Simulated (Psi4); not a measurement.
Psi4 input (wB97X-D/6-31G*):

```
memory 1500 MB

molecule {
0 2
S    -0.92033396    0.01263961    0.45810799
S     0.82388438    0.04083510   -0.47353801
H     1.54319333   -0.85559544    0.24688016
symmetry c1
no_reorient
no_com
}

set {
  basis 6-31G*
  reference uks
  scf_type pk
  dft_radial_points 99
  dft_spherical_points 590
  e_convergence 1e-8
  d_convergence 1e-7
  maxiter 150
}

e = energy('wb97x-d')
print_out(f'\nFINAL {e:.10f} DIPOLE {variable("CURRENT DIPOLE")[0]:.6f} {variable("CURRENT DIPOLE")[1]:.6f} {variable("CURRENT DIPOLE")[2]:.6f}\n')
```

Output:

```
   => Loading Basis Set <=

    Name: 6-31G*
    Role: ORBITAL
    Keyword: BASIS
    atoms 1-2 entry S          line   316 file 6-31gs.gbs
    atoms 3   entry H          line    44 file 6-31gs.gbs

   => WB97X-D: Empirical Dispersion <=

    Chai and Head-Gordon Dispersion Correction
    Chai, J.-D.; Head-Gordon, M. (2010), J. Chem. Phys., 132: 6615-6620

        s6 =       1.000000

         ---------------------------------------------------------
                                   SCF
               by Justin Turney, Rob Parrish, Andy Simmonett
                          and Daniel G. A. Smith
                              UKS Reference
         ---------------------------------------------------------

  ==> Geometry <==

    Molecular point group: c1
    Full point group: C1

    Geometry (in Angstrom), charge = 0, multiplicity = 2:

       Center              X                  Y                   Z               Mass
    ------------   -----------------  -----------------  -----------------  -----------------
         S           -0.920333960000     0.012639610000     0.458107990000    31.972071174400
         S            0.823884380000     0.040835100000    -0.473538010000    31.972071174400
         H            1.543193330000    -0.855595440000     0.246880160000     1.007825032230

  Running in c1 symmetry.

  Rotational constants: A =      9.77008  B =      0.26260  C =      0.25573 [cm^-1]
  Rotational constants: A = 292899.71149  B =   7872.63768  C =   7666.57344 [MHz]
  Nuclear repulsion =   77.973294357002416

  Charge       = 0
  Multiplicity = 2
  Electrons    = 33
  Nalpha       = 17
  Nbeta        = 16

  ==> Algorithm <==

  SCF Algorithm Type is PK.
  DIIS enabled.
  MOM disabled.
  Fractional occupation disabled.
  Guess Type is SAD.
  Energy threshold   = 1.00e-08
  Density threshold  = 1.00e-07
  Integral threshold = 1.00e-12

  ==> Primary Basis <==

  Basis Set: 6-31G*
    Blend: 6-31G*
    Number of shells: 18
    Number of basis functions: 40
    Number of Cartesian functions: 40
    Spherical Harmonics?: false
    Max angular momentum: 2

  ==> DFT Potential <==

   => LibXC <=

    Version 7.1.2
    S. Lehtola, C. Steigemann, M. J. T. Oliveira, and M. A. L. Marques,  SoftwareX 7, 1–5 (2018) (10.1016/j.softx.2017.11.002)

   => Composite Functional: WB97X-D <=

    wB97X-D Hyb-GGA Exchange-Correlation Functional

    J.-D. Chai and M. Head-Gordon,  Phys. Chem. Chem. Phys. 10, 6615–6620 (2008) (10.1039/B810189B)

    Deriv               =              1
    GGA                 =           TRUE
    Meta                =          FALSE

    Exchange Hybrid     =           TRUE
    MP2 Hybrid          =          FALSE

   => Exchange-Correlation Functionals <=

    1.0000   wB97X-D range-separated functional

   => Exact (HF) Exchange <=

    0.7780            HF,LR [omega = 0.2000]
    0.2220               HF

   => LibXC Density Thresholds  <==

    XC_HYB_GGA_XC_WB97X_D:  1.00E-14

   => Molecular Quadrature <=

    Radial Scheme          =       TREUTLER
    Pruning Scheme         =           NONE
    Nuclear Scheme         =       TREUTLER

    Blocking Scheme        =         OCTREE
    BS radius alpha        =              1
    Pruning alpha          =              1
    Radial Points          =             99
    Spherical Points       =            590
    Total Points           =         162763
    Total Blocks           =           1262
    Max Points             =            256
    Max Functions          =             39
    Weights Tolerance      =       1.00E-15

  ==> Integral Setup <==

  Using in-core PK algorithm.
   Calculation information:
      Number of atoms:                   3
      Number of AO shells:              18
      Number of primitives:             58
      Number of atomic orbitals:        40
      Number of basis functions:        40

      Integral cutoff                 1.00e-12
      Number of threads:                 1

  Performing in-core PK
  Using 1009830 doubles for integral storage.
  We computed 14065 shell quartets total.
  Whereas there are 14706 unique shell quartets.

  Computing range-separated integrals for PK
  We computed 14065 wK shell quartets total.
  Whereas there are 14706 wK unique shell quartets.

  ==> DiskJK: Disk-Based J/K Matrices <==

    J tasked:                  Yes
    K tasked:                  Yes
    wK tasked:                 Yes
    Omega:               2.000E-01
    Schwarz Cutoff:          1E-12


  Cached 100.0% of DFT collocation blocks in 0.163 [GiB].

  Minimum eigenvalue in the overlap matrix is 1.4360116891E-02.
  Reciprocal condition number of the overlap matrix is 2.9939962131E-03.
    Using symmetric orthogonalization.

  ==> Pre-Iterations <==

  SCF Guess: Superposition of Atomic Densities via on-the-fly atomic UHF (no occupation information).

   -------------------------
    Irrep   Nso     Nmo
   -------------------------
     A         40      40
   -------------------------
    Total      40      40
   -------------------------

  ==> Iterations <==

                        Total Energy        Delta E     RMS |[F,P]|

   @UKS iter SAD:  -796.66152635593153   -7.96662e+02   0.00000e+00
   @UKS iter   1:  -796.86998692362249   -2.08461e-01   5.61184e-03 ADIIS/DIIS
   @UKS iter   2:  -796.89217301318581   -2.21861e-02   4.14219e-03 ADIIS/DIIS
   @UKS iter   3:  -796.90897356604523   -1.68006e-02   8.40327e-04 ADIIS/DIIS
   @UKS iter   4:  -796.90993467835710   -9.61112e-04   2.99918e-04 ADIIS/DIIS
   @UKS iter   5:  -796.91019297283162   -2.58294e-04   1.15264e-04 ADIIS/DIIS
   @UKS iter   6:  -796.91026549806020   -7.25252e-05   6.38459e-05 DIIS
   @UKS iter   7:  -796.91029273354741   -2.72355e-05   1.44261e-05 DIIS
   @UKS iter   8:  -796.91029364214182   -9.08594e-07   2.99104e-06 DIIS
   @UKS iter   9:  -796.91029366167106   -1.95292e-08   9.06501e-07 DIIS
   @UKS iter  10:  -796.91029366466171   -2.99065e-09   2.57616e-07 DIIS
   @UKS iter  11:  -796.91029366499174   -3.30033e-10   6.90444e-08 DIIS
  Energy and wave function converged.

  ==> Post-Iterations <==

   Electrons on quadrature grid:
      Nalpha   =   17.0000000097 ; deviation = 9.723e-09
      Nbeta    =   15.9999999912 ; deviation = -8.786e-09
      Ntotal   =   33.0000000009 ; deviation = 9.368e-10

   @Spin Contamination Metric:   2.970559786E-03
   @S^2 Expected:                7.500000000E-01
   @S^2 Observed:                7.529705598E-01
   @S   Expected:                5.000000000E-01
   @S   Observed:                5.000000000E-01

    Orbital Energies [Eh]
    ---------------------

    Alpha Occupied:

       1A    -89.102086     2A    -89.066878     3A     -8.124264
       4A     -8.087759     5A     -6.073175     6A     -6.068846
       7A     -6.067854     8A     -6.039426     9A     -6.037427
      10A     -6.025661    11A     -0.937555    12A     -0.754050
      13A     -0.541958    14A     -0.463167    15A     -0.454707
      16A     -0.342523    17A     -0.328426

    Alpha Virtual:

      18A      0.045396    19A      0.089415    20A      0.334338
      21A      0.360213    22A      0.410831    23A      0.413452
      24A      0.422899    25A      0.460320    26A      0.465826
      27A      0.550435    28A      0.666774    29A      0.679977
      30A      0.761039    31A      0.782550    32A      0.836385
      33A      0.846914    34A      0.853770    35A      1.000289
      36A      1.011576    37A      1.157978    38A      1.334456
      39A      3.858489    40A      4.012266

    Beta Occupied:

       1A    -89.100338     2A    -89.062759     3A     -8.122395
       4A     -8.083661     5A     -6.072074     6A     -6.067739
       7A     -6.061605     8A     -6.034818     9A     -6.025718
      10A     -6.022727    11A     -0.923270    12A     -0.725185
      13A     -0.533758    14A     -0.452659    15A     -0.405805
      16A     -0.331488

    Beta Virtual:

      17A     -0.077143    18A      0.055331    19A      0.092875
      20A      0.337773    21A      0.363993    22A      0.413493
      23A      0.425033    24A      0.428500    25A      0.469413
      26A      0.479445    27A      0.557324    28A      0.684564
      29A      0.697559    30A      0.768313    31A      0.800833
      32A      0.864566    33A      0.881709    34A      0.884058
      35A      1.017825    36A      1.028681    37A      1.164833
      38A      1.344066    39A      3.871241    40A      4.027414

    Final Occupation by Irrep:
              A
    DOCC [    16 ]
    SOCC [     1 ]
    NA   [    17 ]
    NB   [    16 ]

  @UKS Final Energy:  -796.91029366499174

   => Energetics <=

    Nuclear Repulsion Energy =             77.9732943570024162
    One-Electron Energy =               -1255.2823069323226264
    Two-Electron Energy =                 418.1130739766725810
    DFT Exchange-Correlation Energy =     -37.7142271107054086
    Empirical Dispersion Energy =          -0.0001279556387748
    VV10 Nonlocal Energy =                  0.0000000000000000
    Total Energy =                       -796.9102936649917410

  UHF NO Occupations:
  HONO-2 :   15  A 1.9994452
  HONO-1 :   16  A 1.9993167
  HONO-0 :   17  A 1.0000000
  LUNO+0 :   18  A 0.0006833
  LUNO+1 :   19  A 0.0005548
  LUNO+2 :   20  A 0.0001403
  LUNO+3 :   21  A 0.0000683

Computation Completed

Properties will be evaluated at   0.000000,   0.000000,   0.000000 [a0]

Properties computed using the SCF density matrix

 Multipole Moments:

 ------------------------------------------------------------------------------------
     Multipole            Electronic (a.u.)      Nuclear  (a.u.)        Total (a.u.)
 ------------------------------------------------------------------------------------

 L = 1.  Multiply by 2.5417464519 to convert [e a0] to [Debye]
 Dipole X            :          0.6286336            0.0000001            0.6286337
 Dipole Y            :         -0.3014398           -0.0000002           -0.3014400
 Dipole Z            :          0.0432801           -0.0000003            0.0432798
 Magnitude           :                                                    0.6985124

 ------------------------------------------------------------------------------------

FINAL -796.9102936650 DIPOLE 0.628634 -0.301440 0.043280

*** Psi4 exiting successfully. Buy a developer a beer!
```

The geometry given is a B3LYP-D3(BJ)/def2-TZVP minimum.
